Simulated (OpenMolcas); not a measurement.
## How basis sets differ on InH2O (SMILES [O][InH2])

The species is InH2O (4 atoms), meant as a doublet with charge 0. As SMILES, `[O][InH2]`. Geometry: a GFN2-xTB relaxation, a rough one for these elements and not checked as a minimum.

Quantity: the dipole moment, in D. The values are calculated.

| level | kind | program | value (D) | CPU time |
| --- | --- | --- | --- | --- |
| UHF/ANO-RCC-MB (DKH2) | Hartree–Fock | OpenMolcas | 2.43 | 3.9 s |
| UHF/STO-3G | Hartree–Fock | OpenMolcas | 1.95 | 2.8 s |
| UHF/3-21G | Hartree–Fock | OpenMolcas | 2.97 | 3.1 s |
| UHF/def2-SVP (core potential) | Hartree–Fock | OpenMolcas | 3.01 | 3.7 s |
| UHF/ANO-R1 (sfX2C, RICD fitting) | Hartree–Fock | OpenMolcas | 2.89 | 12 s |
| UHF/def2-TZVP (RICD fitting, core potential) | Hartree–Fock | OpenMolcas | 2.85 | 7 s |

All-electron rows without a relativistic Hamiltonian named are non-relativistic, while core potentials hold scalar relativity, so basis and relativity change together. The values span 1.95 to 3.01 D. Sets without polarisation functions give poor dipoles. Without the sets that lack polarisation functions the rows with a basis span only 2.85 to 3.01 D. CPU times are rough (shared hosts, several kinds of processor): they show what a rung costs within a factor of a few.
